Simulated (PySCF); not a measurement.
## How exact exchange moves a shielding

Molecule: SMILES CO[Si@H](F)O[SiH3], CH₇FO₂Si₂.

Bonds (- single, = double, # triple, : aromatic): C1-O2 1.403 Å, O2-Si3 1.641 Å, Si3-F4 1.618 Å, Si3-O5 1.629 Å, O5-Si6 1.670 Å. C1 carries H7, H8, H9; Si3 carries H10; Si6 carries H11, H12, H13. Stereochemistry as in CO[Si@H](F)O[SiH3].

GIAO shieldings (ppm, equivalent atoms averaged) in PySCF 2.14 on the PBE0-D3(BJ)/def2-SVP geometry, basis pcSseg-1, gas phase, non-relativistic:

| functional | exact exchange (%) | σ(C1) | σ(O5) | σ(O2) | σ(Si6) |
| --- | --- | --- | --- | --- | --- |
| BLYP | 0 | 122.3 | 277.5 | 278.6 | 368.3 |
| BP86 | 0 | 126.8 | 280.7 | 282.5 | 370.9 |
| PBE | 0 | 127.5 | 280.5 | 281.3 | 372.2 |
| B3LYP | 20 | 127.5 | 286.0 | 290.8 | 380.2 |
| PBE0 | 25 | 133.3 | 290.6 | 295.8 | 387.6 |
| mPW1PW91 | 25 | 132.3 | 290.3 | 295.4 | 386.3 |
| HF | 100 | 144.2 | 310.1 | 326.0 | 435.5 |

Question: Fit each shielding as a line in the percentage of exact exchange.

Answer: σ(C1) = 126.0 + 0.19 x (rms 2.1 ppm); σ(O5) = 280.5 + 0.31 x (rms 1.7 ppm); σ(O2) = 281.9 + 0.45 x (rms 1.9 ppm); σ(Si6) = 370.0 + 0.65 x (rms 1.6 ppm). The functionals also differ in their semilocal parts, which the line can't hold; Hartree–Fock has no correlation at all.

Question: What does the line predict for BHandHLYP (50 %), and what does the run give?

Answer: σ(C1): 135.5 predicted, 134.2 computed; σ(O5): 296.0 predicted, 296.1 computed; σ(O2): 304.4 predicted, 305.7 computed; σ(Si6): 402.5 predicted, 399.5 computed ppm.
